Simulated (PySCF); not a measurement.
C₆H₇FNO (doublet state).
Geometry (GFN2-xTB, Å), atoms numbered from 1 in this order:
```xyz
16
C6H7FNO angstrom
C      2.6666   -0.2754   -0.2074
C      1.2261   -0.5770   -0.0869
C      0.2559    0.4110   -0.0315
N      0.5309    1.7225   -0.0802
O     -0.6380    2.3895    0.0015
C     -1.6512    1.5165    0.1024
C     -1.1791    0.2454    0.0877
C     -1.9273   -1.0350    0.1719
F     -3.2778   -0.8093    0.2476
H      3.2117   -0.6747    0.6507
H      2.8188    0.7976   -0.2655
H      3.0841   -0.7546   -1.0954
H      0.9161   -1.6094   -0.0356
H     -2.6425    1.9166    0.1773
H     -1.6464   -1.6005    1.0698
H     -1.7554   -1.6544   -0.7179
```

The hyperfine couplings belong to this conformer and change with its torsions.

The species is `C[CH]c1nocc1CF` [radical].

Method used: UKS B3LYP, pcH-1 on C F H N O, non-relativistic, mean-field spin-orbit, GIAO in PySCF 2.14.0. One conformer (not necessarily the lowest) at the GFN2-xTB geometry, without solvent, vibrations or thermal averaging. Couplings are sensitive to structure, and on GFN2-xTB geometries they can be far from those on DFT ones. The SCF solution wasn't tested for stability.

The Mulliken spin populations are largest on C2 (+0.77), N4 (+0.35), C3 (-0.18) and C7 (+0.09). The angles at C2 add up to 360.0°, so it is planar; its axial dipolar tensor and the negative coupling of its proton fit spin in a p orbital normal to that plane.

Question: McConnell's relation a(H) = Q·ρ ties the coupling of a proton on a planar π carbon to the spin population of that carbon. What Q do the computed values give?

Answer: 
```
  H   C    ρ(C)  a(H) (G)  a/ρ (G)
H13  C2  +0.775    -17.30    -22.3
H14  C6  -0.082     +1.57    -19.2
```

A least-squares line through the origin gives Q = -22.3 G with Mulliken populations. In McConnell's picture π spin on carbon polarises the C–H bond and leaves opposite spin at the proton, which makes Q negative, as found here. Where ρ is negative the coupling is positive.

Question: How do the β-proton couplings of this frozen conformer go with θ, the angle between the C–H bond and the normal to the plane of the spin centre's three neighbours, both seen down the bond from centre to carbon?

Answer: 
| β H | on | centre | θ (°) | cos²θ | a (G) |
| --- | --- | --- | --- | --- | --- |
| H10 | C1 | C2 | 30 | 0.75 | +30.91 |
| H11 | C1 | C2 | 89 | 0.00 | +0.76 |
| H12 | C1 | C2 | 32 | 0.71 | +29.35 |

Fitting the Heller–McConnell form a = ρ(B0 + B2 cos²θ), with Mulliken ρ = 0.77, gives B0 = 1.0 G and B2 = 51.8 G, with a largest miss of 0.0 G. By this fit the coupling would be 40.8 G at θ = 0° and 0.7 G at 90°.

Question: What would the freely rotating methyl group on C1 show?

Answer: Three equal couplings, a 1:3:3:1 quartet. The mean of the three values of this geometry estimates the splitting: 20.3 G, or 57.0 MHz (three bonds 120° apart have a mean cos²θ of 1/2 at any torsion).

Couplings in gauss use g_iso = 2.0034.
